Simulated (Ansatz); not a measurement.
C₃H₉BSi, SMILES `CC1BC[SiH2]1` at its PBE0-D4/def2-TZVP geometry, where that method's forces vanish. Total charge 0; spin multiplicity 1.

```tsv
atom	x (Å)	y (Å)	z (Å)
C1	0.9401	-1.5332	0.9372
C2	0.4407	-0.1668	0.5301
B3	-1.0565	0.2332	0.4902
C4	-1.1911	1.5063	-0.3991
Si5	0.2017	0.5255	-1.2559
H6	0.2915	-2.3181	0.5418
H7	1.9540	-1.7325	0.5805
H8	0.9518	-1.6403	2.0257
H9	1.0856	0.6473	0.8923
H10	-1.9396	-0.5690	0.6218
H11	-2.1358	1.7654	-0.8659
H12	-0.6646	2.3999	-0.0505
H13	-0.2203	-0.4497	-2.2915
H14	1.3425	1.3320	-1.7568
```

Q: For each bond, give half the difference of the two atoms' forces along it (eV/Å; positive pushes the atoms apart) under PBE-D4, r2SCAN-D4, B3LYP-D4, ωB97M-V in def2-TZVPP. (Estimate.)

A: Computed: 
```
   bond  length (Å)  PBE-D4  r2SCAN-D4  B3LYP-D4  ωB97M-V
  C1–C2       1.511   -0.06       0.10      0.20     0.24
  C1–H6       1.092    0.11      -0.03     -0.06    -0.08
  C1–H7       1.093    0.10      -0.04     -0.06    -0.08
  C1–H8       1.094    0.11      -0.03     -0.06    -0.09
  C2–B3       1.550    0.02       0.01      0.04     0.01
 C2–Si5       1.930    0.11       0.03      0.11    -0.01
  B3–C4       1.559    0.00       0.04      0.12     0.12
 B3–H10       1.200    0.06      -0.04     -0.17    -0.17
 C4–Si5       1.907    0.08       0.04      0.19     0.09
 C4–H11       1.085    0.08      -0.04     -0.07    -0.07
 C4–H12       1.094    0.10      -0.02     -0.07    -0.05
Si5–H13       1.484    0.04      -0.02     -0.15    -0.13
Si5–H14       1.484    0.07      -0.02     -0.18    -0.18
```

B3LYP here is the variant with VWN-RPA as its local correlation; programs differ in this.
